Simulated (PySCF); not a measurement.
Pb(Cl)(OMe) (CH3ClOPb), SMILES C[O][Pb][Cl] (connectivity only; charge and spin as stated), neutral, multiplicity 1.

The structure is a stationary point at B3LYP-D3(BJ)/def2-SVP. The def2 effective core potentials stand for the cores of Pb; spin–orbit coupling is left out. The values are those of a single conformer.

Level of theory: PySCF with r2SCAN/def2-TZVP.

Symmetry labels are those of the subgroup Cs that the program uses (full group Cs).

**Question.** List the valence orbital energies around the gap with their symmetry. (Estimate from the structure and the level; the computed values follow.)

**Answer.** 
```
orbital  symmetry  energy (eV)
-------  --------  -----------
HOMO−7         A"       -10.71
HOMO−6         A'       -10.67
HOMO−5         A'       -10.20
HOMO−4         A'        -7.71
HOMO−3         A"        -7.51
HOMO−2         A'        -7.28
HOMO−1         A'        -6.57
HOMO           A"        -6.45
LUMO           A"        -3.17
LUMO+1         A'        -1.19
LUMO+2         A'        -0.83
LUMO+3         A'         2.21
```
